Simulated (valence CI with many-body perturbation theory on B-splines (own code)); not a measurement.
**Au64+: electric-dipole lines**

Method: valence CI with perturbative core correlation (CI+MBPT): five valence electrons over a frozen Dirac-Fock core [Ne], a basis of 9 s, 9 p, 8 d, 6 f, 3 g, 1 h functions for each j, with the one-electron correlation potential Σ1 (screened to all orders), the two-electron term Σ2, the three-electron term Σ3, Breit, model QED; selected single and double excitations, second order for the rest (own B-spline code, finite nucleus).

No measured spectrum was set against this ion. As an estimate, large intervals hold to a few tenths of a per cent, small ones and those within an open d or f shell to about a per cent. Among the levels kept, up to 640 cm⁻¹ of a level comes from second order outside the variational space, and about a tenth of that is noise between levels of different J, which matters for small intervals.

Lines 201 to 225 of 225 in falling wavelength, among levels below 84.693 Ry, chosen from the strongest by gf and those to the six lowest levels. Wavelengths and rates use the calculated energies. Electric multipoles are in the length gauge, E1 and E2 with the static RPA response of the core. Weak lines are less certain than strong ones. Lines between different terms over intervals too small for the method are left out, as are lines whose strength nearly cancels. The highest levels of a list are the least certain.

Levels are named by their leading jj configuration (3d3/2^4 stands for four electrons in 3d with j = 3/2), which in mixed levels can hold well under half, so a name can repeat and another be missing. Letters in brackets count levels of one name in rising energy.

```tsv
λ vac (nm)	Upper	Lower	A (s⁻¹)	S (a.u.)
1.707	(3s^2 3p1/2 3d3/2 3d5/2) J=5/2 [a]	(3s^2 3p1/2^2 3d5/2) J=5/2	2.24e+11	3.30e-03
1.691	(3s^2 3p1/2 3d3/2 3d5/2) J=3/2	(3s^2 3p1/2^2 3d5/2) J=5/2	3.49e+10	3.34e-04
1.687	(3s^2 3p1/2 3d3/2^2) J=5/2	(3s^2 3p1/2^2 3d3/2) J=3/2	3.75e+12	5.33e-02
1.621	(3s^2 3p1/2 3p3/2 3d3/2) J=5/2 [b]	(3s^2 3p1/2^2 3p3/2) J=3/2	5.23e+12	6.60e-02
1.604	(3s^2 3p1/2 3d3/2 3d5/2) J=5/2 [b]	(3s^2 3p1/2^2 3d5/2) J=5/2	8.27e+12	1.01e-01
1.597	(3s^2 3p1/2 3d3/2 3d5/2) J=7/2 [b]	(3s^2 3p1/2^2 3d5/2) J=5/2	6.47e+12	1.04e-01
1.597	(3s^2 3p1/2 3p3/2 3d3/2) J=1/2 [b]	(3s^2 3p1/2^2 3p3/2) J=3/2	7.15e+12	2.87e-02
1.594	(3s^2 3p1/2 3p3/2 3d3/2) J=3/2 [b]	(3s^2 3p1/2^2 3p3/2) J=3/2	1.04e+13	8.28e-02
1.587	(3s^2 3p1/2 3d3/2^2) J=1/2	(3s^2 3p1/2^2 3d3/2) J=3/2	6.71e+12	2.65e-02
1.580	(3s^2 3p1/2 3d3/2^2) J=3/2	(3s^2 3p1/2^2 3d3/2) J=3/2	1.01e+13	7.86e-02
1.568	(3s 3p1/2^2 3p3/2 3d5/2) J=5/2 [a]	(3s^2 3p1/2^2 3d3/2) J=3/2	3.08e+08	3.51e-06
1.544	(3s 3p1/2^2 3p3/2 3d5/2) J=3/2 [a]	(3s^2 3p1/2^2 3d3/2) J=3/2	8.25e+11	5.99e-03
1.499	(3s 3p1/2^2 3p3/2 3d5/2) J=1/2	(3s^2 3p1/2^2 3d3/2) J=3/2	1.13e+10	3.74e-05
1.490	(3s 3p1/2^2 3p3/2 3d5/2) J=5/2 [b]	(3s^2 3p1/2^2 3d3/2) J=3/2	5.59e+07	5.48e-07
1.486	(3s 3p1/2^2 3p3/2 3d5/2) J=3/2 [b]	(3s^2 3p1/2^2 3d3/2) J=3/2	1.29e+10	8.37e-05
1.470	(3s^2 3p1/2 3p3/2 3d5/2) J=3/2 [a]	(3s^2 3p1/2^2 3p3/2) J=3/2	3.76e+10	2.36e-04
1.464	(3s^2 3p1/2 3p3/2 3d5/2) J=5/2 [a]	(3s^2 3p1/2^2 3p3/2) J=3/2	1.83e+10	1.70e-04
1.457	(3s^2 3p1/2 3d3/2 3d5/2) J=5/2 [a]	(3s^2 3p1/2^2 3d3/2) J=3/2	3.95e+08	3.61e-06
1.445	(3s^2 3p1/2 3d3/2 3d5/2) J=3/2	(3s^2 3p1/2^2 3d3/2) J=3/2	5.17e+10	3.08e-04
1.440	(3s^2 3p1/2 3d3/2 3d5/2) J=1/2	(3s^2 3p1/2^2 3d3/2) J=3/2	1.46e+07	4.31e-08
1.429	(3s^2 3p1/2 3p3/2 3d5/2) J=5/2 [b]	(3s^2 3p1/2^2 3p3/2) J=3/2	1.15e+09	9.97e-06
1.410	(3s^2 3p1/2 3p3/2 3d5/2) J=3/2 [b]	(3s^2 3p1/2^2 3p3/2) J=3/2	4.72e+10	2.61e-04
1.404	(3s^2 3p1/2 3p3/2 3d5/2) J=1/2	(3s^2 3p1/2^2 3p3/2) J=3/2	6.94e+10	1.89e-04
1.381	(3s^2 3p1/2 3d3/2 3d5/2) J=5/2 [b]	(3s^2 3p1/2^2 3d3/2) J=3/2	2.72e+09	2.12e-05
1.080	(3s 3p1/2 3p3/2^3) J=3/2	(3s^2 3p1/2^2 3p3/2) J=3/2	2.62e+09	6.51e-06
```
